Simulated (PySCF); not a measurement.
**A thermochemical cycle for LiCd**

r²SCAN in PySCF with def2-SVPD on every atom (core potentials on Cd), for the lowest determinant that a PBE0 search found; no spin–orbit coupling. LiCd, a doublet (σ ↑), has De = 0.26 eV to neutral atoms, and LiCd⁺, a singlet (closed shell), has De = 0.60 eV to Li⁺ + Cd.

The adiabatic ionisation energy of LiCd, between the minima, is 4.94 eV.

**Question.** Which ionisation energy of the Li atom does this level give?

**Answer.** IE(Li) = IE(molecule) + De(ion) − De(neutral) = 4.94 + 0.60 − 0.26 = 5.28 eV; the measured value is 5.392 eV (NIST ASD).

Closed-shell solutions of metal pairs were not tested for spin polarisation, which can lower them a little. Weak bonds: LiCd. Basis-set superposition, not corrected here, can be much of De in a small basis, most of all at correlated wavefunction levels. For an ion De counts to the pair picked by the measured ionisation energies or electron affinities, which need not be the lowest pair at this level. States were picked by a PBE0 search and need not be the measured ground states.
